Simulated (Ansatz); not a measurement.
Series B2X4: binding per atom (eV) at several levels, gas phase, relaxed structures; Ansatz. Binding counts from free atoms in the multiplicity of their measured ground term, without zero-point energy. A dash marks a value that wasn't run or was left out as unsound. The structures are stationary points that may keep the symmetry of their start. Correlated methods freeze inner cores and use unrestricted references for open shells.

```json
{"species": "B2(Br)4 (B2Br4)", "state": "singlet", "geometry": "PBE-D4/def2-SVP", "PBE-D4/def2-TZVPD": "3.45", "r2SCAN-D4/def2-TZVP": "3.38", "B3LYP-D4/6-31G": "3.07", "PBE0-D4/def2-TZVPD": "3.37", "RPA@PBE/def2-TZVP": "2.86"}
{"species": "B2(Cl)4 (B2Cl4)", "state": "singlet", "geometry": "PBE0-D4/def2-SVP", "PBE-D4/def2-TZVPD": "3.87", "r2SCAN-D4/def2-TZVP": "3.80", "B3LYP-D4/6-31G": "3.32", "PBE0-D4/def2-TZVPD": "3.80", "RPA@PBE/def2-TZVP": "3.24"}
{"species": "B2(F)4 (B2F4)", "state": "singlet", "geometry": "r2SCAN-D4/def2-SVP", "PBE-D4/def2-TZVPD": "5.21", "r2SCAN-D4/def2-TZVP": "5.10", "B3LYP-D4/6-31G": "4.67", "PBE0-D4/def2-TZVPD": "5.04", "RPA@PBE/def2-TZVP": "4.53"}
{"species": "B2(OH)4 (B2O4H4)", "state": "singlet", "geometry": "PBE-D4/def2-SVP", "PBE-D4/def2-TZVPD": "4.67", "r2SCAN-D4/def2-TZVP": "4.57", "B3LYP-D4/6-31G": "4.21", "PBE0-D4/def2-TZVPD": "4.53", "RPA@PBE/def2-TZVP": "–"}
```

(1) Estimate the column for CCSD(T)/def2-TZVPP.

(1) B2(Cl)4 (B2Cl4) 3.56; B2(F)4 (B2F4) 4.91; B2(OH)4 (B2O4H4) 4.43.
